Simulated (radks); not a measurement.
C II, configuration [He] 2s2 2p1. All-electron calculation, scalar-relativistic Kohn-Sham, LDA (Slater exchange, Perdew-Wang correlation), spin-polarised, spherical densities, finite nucleus; open shells are filled with parallel spins first; Fermi nuclear charge, rms radius 2.4702 fm. Program: a radial shooting solver on a logarithmic mesh with Libxc functionals.

Normalised radial functions P(r) = r R(r), r in bohr:

| r | 1s down | 2s down |
|---|---|---|
| 0.01269 | 0.3237 | 0.0779 |
| 0.01733 | 0.4300 | 0.1034 |
| 0.02349 | 0.5616 | 0.1349 |
| 0.03209 | 0.7286 | 0.1748 |
| 0.04384 | 0.9279 | 0.2219 |
| 0.0599 | 1.1523 | 0.2738 |
| 0.08183 | 1.3830 | 0.3245 |
| 0.1109 | 1.5811 | 0.3618 |
| 0.1515 | 1.7076 | 0.3698 |
| 0.207 | 1.6999 | 0.3233 |
| 0.2828 | 1.5179 | 0.1975 |
| 0.3863 | 1.1721 | -0.0196 |
| 0.5236 | 0.7565 | -0.3012 |
| 0.7153 | 0.3748 | -0.5996 |
| 0.9771 | 0.1321 | -0.8076 |
| 1.335 | 0.0295 | -0.8317 |
| 1.824 | 0.0035 | -0.6590 |
| 2.491 | 0.0002 | -0.3869 |
| 3.377 | 0.0000 | -0.1607 |
| 4.613 | 0.0000 | -0.0404 |

1s down: eigenvalue -285.33 eV, 0 radial nodes, <r> = 0.272 bohr, 90 % of the charge inside 0.489 bohr. 2s down: eigenvalue -24.613 eV, 1 radial node at r = 0.377 bohr, <r> = 1.49 bohr, 90 % of the charge inside 2.35 bohr.
